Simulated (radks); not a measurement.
Question: All-electron atom: the krypton ion Kr25+ in [Ne] 3s1 (the NIST ground configuration). Calculated with a radial shooting solver on a logarithmic mesh with Libxc functionals: non-relativistic Kohn-Sham, exchange-only LDA, spin-polarised, spherical densities, point nucleus; open shells are filled with parallel spins first. Some entries of the table are withheld. Estimate them.

orbital  occ.  eigenvalue (hartree)  r(max) (bohr)
1s up       1             -554.1012        0.02807
1s down     1             -554.0391        0.02808
2s up       1             -107.9905         0.1570
2s down     1             -107.9131         0.1570
2p up       3             -102.2417         0.1238
2p down     3             -102.1747         0.1238
3s up       1             -42.82683         0.4262
3s down     0             -42.25428         0.4247
3p up       0             -40.91747         0.4065
3p down     0             -40.37614         0.4044
3d up       0                   (1)         0.3254
3d down     0                   (2)         0.3220
4s up       0             -22.71866         0.8411
4s down     0             -22.44248         0.8463
4f up       0             -20.38993         0.6090
4f down     0             -19.89963         0.6174

Answer: 
(1) 3d up eigenvalue (hartree): -38.11975
(2) 3d down eigenvalue (hartree): -37.69758
